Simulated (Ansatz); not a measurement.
Stepwise reaction of `O[SiH](O)S` with ammonia, as a gas-phase model of exchange steps in deposition or etching. ΔE in kJ/mol; ΔG adds harmonic PBE0-D4 terms to CCSD(T)/CBS, at 1 bar.

Calculated with Ansatz (gas phase, PBE0-D4/def2-TZVP geometries, no zero-point term in ΔE). CCSD(T)/CBS is the MP2 limit (def2-TZVPP, def2-QZVPP) plus CCSD(T) − MP2 in def2-TZVPP, frozen cores. This one scheme is used for every species. DFT in def2-TZVPP. B3LYP here is the variant with VWN-RPA as its local correlation; programs differ in this. One conformer a species, not always the lowest.

```tsv
step	reaction	PBE-D4	B3LYP-D4	ωB97M-V	CCSD(T)/CBS	ΔG(600 K)
2	`N[SiH](O)S` + NH₃ → `N[SiH](N)S` + H₂O	38.8	42.3	42.3	39.1	40.1
```

Task: Give the row of step 1, `O[SiH](O)S` + NH₃ → `N[SiH](O)S` + H₂O. (Best estimate.)

Result: Ansatz gave: 
```
step                                 reaction  PBE-D4  B3LYP-D4  ωB97M-V  CCSD(T)/CBS  ΔG(600 K)
   1  `O[SiH](O)S` + NH₃ → `N[SiH](O)S` + H₂O    41.5      44.3     43.9         41.8       39.9
```

Task: By hand: ΔE of the 2 steps together at CCSD(T)/CBS.

Result: (41.8) + (39.1) = 80.9 kJ/mol, or 40.5 kJ/mol a step.

In ΔE the steps differ by no more than 2.7 kJ/mol. All are uphill at CCSD(T)/CBS. ΔG lies between 39.9 and 40.1 kJ/mol a step. PBE-D4 differs from CCSD(T)/CBS by -0.3 to -0.3 kJ/mol a step. Isolated molecules leave out the surface, adducts and barriers. Largest T1 diagnostic: 0.011.
